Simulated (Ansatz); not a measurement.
`C=N` and `N=CI` differ in one atom or group.

Ansatz, PBE0-D4/def2-TZVP geometries, multiplicity 1. Each molecule was computed in one conformer, which needn't be the lowest.

Elements past krypton have def2 core potentials.  Spin–orbit coupling is left out; it splits and shifts lone-pair levels of the heavy atoms by tenths of an eV.

```csv
property,`C=N`
HOMO energy (ωB97M-V/def2-TZVPP) / eV,-10.19
HOMO–LUMO gap (PBE/def2-TZVPP) / eV,4.59
zero-point energy (PBE0-D4/def2-TZVP) / kJ/mol,105.1
HOMO–LUMO gap (B3LYP/def2-TZVPP) / eV,6.81
LUMO energy (B3LYP/def2-TZVPP) / eV,-0.75
size of the dipole moment (B3LYP/def2-TZVPP) / D,1.99
```

Task: Give the same properties after the change, and the shifts. (Best estimate.)

Result: Ansatz gave: 
```tsv
property	`N=CI`	shift
HOMO energy (ωB97M-V/def2-TZVPP) / eV	-9.74	0.45
HOMO–LUMO gap (PBE/def2-TZVPP) / eV	4.50	-0.09
zero-point energy (PBE0-D4/def2-TZVP) / kJ/mol	79.8	-25.3
HOMO–LUMO gap (B3LYP/def2-TZVPP) / eV	6.23	-0.58
LUMO energy (B3LYP/def2-TZVPP) / eV	-1.17	-0.42
size of the dipole moment (B3LYP/def2-TZVPP) / D	2.29	0.30
```

With PBE0 the HOMO rises by 0.15 eV and the LUMO falls by 0.48 eV, so the gap narrows by about 0.63 eV. PBE moves the HOMO by -0.27 eV and ωB97M-V by 0.45 eV. Dipoles are sizes alone; their direction can turn.

B3LYP here is the variant with VWN-RPA as its local correlation; programs differ in this.
